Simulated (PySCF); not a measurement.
B(NCO)(OH)2 (CH₂BNO₃), SMILES OB(N=C=O)O. Atoms are numbered in the order given.

```xyz
8

B      0.0000     0.0000    -1.0277
N      0.0000     0.0000     0.4265
C      0.0000     0.0000     1.6215
O      0.0000     0.0000     2.7918
O      0.0000    -1.1652    -1.7250
H      0.0000    -1.9400    -1.1549
O      0.0000     1.1652    -1.7250
H      0.0000     1.9400    -1.1549
```

The structure is a stationary point at ωB97X-D3(BJ)/def2-SVP. This is a generated structure with no PubChem entry under its InChIKey; it may be hypothetical. One conformer was computed; it need not be the lowest.

The numbers are results of TDDFT-M06-2X/def2-SVPD run with PySCF 2.14.0, not measurements.

Vertical excitations.  State labels are in the subgroup C2v.

Computed excitation energies, oscillator strengths and character:
```
state  symmetry  energy (eV)  λ (nm)      f                              main pairs
-----  --------  -----------  ------  -----  --------------------------------------
S1           A2         6.67     186  0.000                        HOMO→LUMO+1 89 %
S2           A1         7.48     166  0.042    HOMO−1→LUMO+1 63 %, HOMO→LUMO+6 28 %
S3           B2         7.55     164  0.007                          HOMO→LUMO 88 %
S4           B1         7.72     161  0.000                        HOMO−1→LUMO 88 %
S5           A2         7.84     158  0.000                      HOMO−1→LUMO+6 80 %
S6           A2         8.50     146  0.000                        HOMO−2→LUMO 79 %
S7           B2         9.03     137  0.008                        HOMO→LUMO+3 77 %
S8           B1         9.10     136  0.011  HOMO−1→LUMO+3 54 %, HOMO−2→LUMO+2 23 %
S9           A1         9.11     136  0.176                        HOMO→LUMO+2 80 %
S10          B2         9.38     132  0.144                      HOMO−2→LUMO+1 92 %
T1           A1         6.53     190      0                      HOMO−1→LUMO+1 81 %
T2           A2         6.59     188      0                        HOMO→LUMO+1 92 %
T3           A1         7.20     172      0                        HOMO→LUMO+6 79 %
T4           B2         7.45     167      0                          HOMO→LUMO 85 %
```
Triplets are in the Tamm–Dancoff approximation, which puts them higher than full response would, so one can lie above its singlet here.
